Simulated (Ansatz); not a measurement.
CH$_{7}$AlClNSi, relaxed with RKS PBE-D4/def2-SVP in Ansatz 0.2.0 from a rough embedded geometry. The force threshold is 0.03 eV/Å; the program also tests the step.

Charge 0, multiplicity 1. The bonds changed during the relaxation, so this is another structure than the one it started from.

Start:

```xyz
12

N     1.103    0.177   -1.158
C     0.385    0.502    0.001
Al    0.626   -0.892    1.385
Si   -1.443    0.624   -0.369
Cl   -2.211   -1.067   -1.260
H     0.897   -0.777   -1.551
H     2.154    0.164   -0.966
H     0.747    1.418    0.428
H     1.307   -0.534    2.845
H     0.183   -2.412    1.133
H    -1.584    1.815   -1.339
H    -2.163    0.983    0.850
```

(1) How much energy does the relaxation release, and in how many steps? (Best estimate.)

(2) Which bonds change most? (Best estimate.)

(3) Give the relaxed structure. (An estimate is asked.)

Results:

(1) Ansatz gave: 25.91 kcal/mol, in 21 steps, 3 of them rejected.

(2) Computed: N1–Al3 from 2.800 to 2.024 Å; N1–C2 from 1.402 to 1.524 Å; Al3–H9 from 1.651 to 1.600 Å; Si4–Cl5 from 2.060 to 2.106 Å.

(3) The calculation gave: 
```xyz
12

N     1.154   -0.282   -0.537
C     0.176    0.569    0.264
Al    0.825   -0.991    1.330
Si   -1.503    0.827   -0.492
Cl   -1.918   -0.973   -1.504
H     0.681   -0.788   -1.304
H     1.972    0.216   -0.911
H     0.662    1.509    0.588
H     2.076   -0.680    2.278
H     0.031   -2.374    1.279
H    -1.606    1.901   -1.546
H    -2.551    1.068    0.555
```
